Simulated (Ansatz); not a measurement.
`CC([SiH3])I` + `C[Si](O)(O)Br` → `C[Si](O)(Br)O[SiH3]` + `CCI`  (ligand exchange at the Si–C bond)

Isolated molecules relaxed with PBE0-D4/def2-TZVP in Ansatz; ΔE leaves out vibrations. CCSD(T)/CBS is the MP2 limit (def2-TZVPP, def2-QZVPP) plus CCSD(T) − MP2 in def2-TZVPP, frozen cores. DFT in def2-TZVPP. Elements past krypton have def2 core potentials. For Br, I outer-core shells are correlated without core-valence functions, which leaves a few kJ/mol of doubt a bond. Scalar relativity is left out up to krypton. Each species was taken in one conformer, which may not be the lowest.

```
              species  B2PLYP energy (Eh)
        `CC([SiH3])I`          -667.29303
      `C[Si](O)(O)Br`         -3054.85239
`C[Si](O)(Br)O[SiH3]`         -3345.47253
                `CCI`          -376.71728
```

Task: Work out ΔE.

Result: ΔE = (-3345.47253) + (-376.71728) − (-667.29303) − (-3054.85239) = -0.04439 Eh = -116.5 kJ/mol. CCSD(T)/CBS gives -110.3 kJ/mol.

Largest T1 diagnostic among the species: 0.010.

In def2-TZVPP, CCSD(T) changes the Hartree–Fock value by +28.4 kJ/mol (the triples alone add +4.5 kJ/mol) and MP2 by +29.8 kJ/mol. From PBE to PBE0 (25 % exact exchange), in def2-TZVPP and without D4, ΔE moves by −6.2 kJ/mol.
